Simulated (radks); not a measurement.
Question: Isoelectronic series with 22 electrons, each ion in its NIST ground configuration. All-electron calculation, Dirac Kohn-Sham, PBE, spin-unpolarised, spherical densities, finite nucleus; open shells are shared between the two j in proportion to 2j + 1; Fermi nuclear charge, rms radius of each element as measured or else 0.836 A^(1/3) + 0.57 fm. Program: a radial shooting solver on a logarithmic mesh with Libxc functionals. Total energies (hartree) and mean radii <r> (bohr) (* marks an orbital that is empty in some or all of the ions):

ion,configuration,E (hartree),3d5/2,3d3/2,4s1/2*,3p3/2
Ti,[Ar] 3d2 4s2,-853.57119,1.620,1.613,3.514,1.089
V+,[Ar] 3d4,-948.75001,1.556,1.549,3.206,1.033
Cr2+,[Ar] 3d4,-1049.69690,1.230,1.225,2.692,0.9590
Mn3+,[Ar] 3d4,-1156.23471,1.046,1.043,2.337,0.8917
Co5+,[Ar] 3d4,-1386.03124,0.8302,0.8277,1.878,0.7791
Ni6+,[Ar] 3d4,-1509.29552,0.7580,0.7555,1.718,0.7324
Cu7+,[Ar] 3d4,-1638.14969,0.6991,0.6967,1.586,0.6908
Zn8+,[Ar] 3d4,-1772.60806,0.6497,0.6474,1.474,0.6537
Ga9+,[Ar] 3d4,-1912.68631,0.6077,0.6054,1.379,0.6204
Ge10+,[Ar] 3d4,-2058.40222,0.5712,0.5689,1.295,0.5904
As11+,[Ar] 3d4,-2209.77549,0.5392,0.5370,1.222,0.5631
Se12+,[Ar] 3d4,-2366.82636,0.5109,0.5086,1.157,0.5382
Br13+,[Ar] 3d4,-2529.57715,0.4856,0.4833,1.099,0.5154
Kr14+,[Ar] 3d4,-2698.05090,0.4628,0.4605,1.047,0.4945
Rb15+,[Ar] 3d4,-2872.27223,0.4422,0.4398,0.9996,0.4752
Sr16+,[Ar] 3d4,-3052.26660,0.4234,0.4210,0.9564,0.4574

Estimate the row of Fe4+ ([Ar] 3d4).

Answer: E (hartree) -1268.34654; 3d5/2 0.9222; 3d3/2 0.9194; 4s1/2* 2.078; 3p3/2 0.8319.
